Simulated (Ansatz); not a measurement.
The cluster Si₂Mo. Charge 0, multiplicity 1. Geometry PBE0-D4/def2-TZVP, that of the neutral singlet.

```xyz
3

Mo   -0.985    0.683    0.276
Si    0.493   -0.795    0.987
Si    0.492    0.112   -1.263
```

In the def2 sets Mo takes a core potential; there is no spin–orbit coupling. At PBE-D4/def2-TZVP, r2SCAN-D4/def2-TZVP, PBE0-D4/def2-TZVP the unrestricted singlet has broken spin symmetry (⟨S²⟩ up to 0.88). At PBE0-D4/def2-TZVP a triplet of charge 0 lies 0.39 eV below the unrestricted singlet, which stands at the restricted singlet's geometry. The structure comes from a short search, and lower isomers may exist.

Task: Estimate the orbital energies around the gap (eV) in Ansatz with PBE-D4/def2-TZVP, r2SCAN-D4/def2-TZVP, PBE0-D4/def2-TZVP.

Result: 
| orbital | PBE-D4/def2-TZVP | r2SCAN-D4/def2-TZVP | PBE0-D4/def2-TZVP |
| --- | --- | --- | --- |
| HOMO−5 | -9.28 | -9.60 | -10.62 |
| HOMO−4 | -6.05 | -6.22 | -6.87 |
| HOMO−3 | -5.98 | -6.13 | -6.80 |
| HOMO−2 | -5.33 | -5.53 | -6.32 |
| HOMO−1 | -4.93 | -5.28 | -5.90 |
| HOMO | -4.91 | -5.11 | -5.89 |
| LUMO | -3.85 | -3.46 | -2.64 |
| LUMO+1 | -3.01 | -2.87 | -2.19 |
| LUMO+2 | -2.68 | -2.56 | -1.87 |
| LUMO+3 | -2.17 | -2.07 | -1.59 |
| LUMO+4 | -1.93 | -1.73 | -1.32 |
| LUMO+5 | -1.51 | -1.30 | -0.59 |
| β HOMO | -4.91 | -5.11 | -5.89 |
| β LUMO | -3.85 | -3.46 | -2.64 |
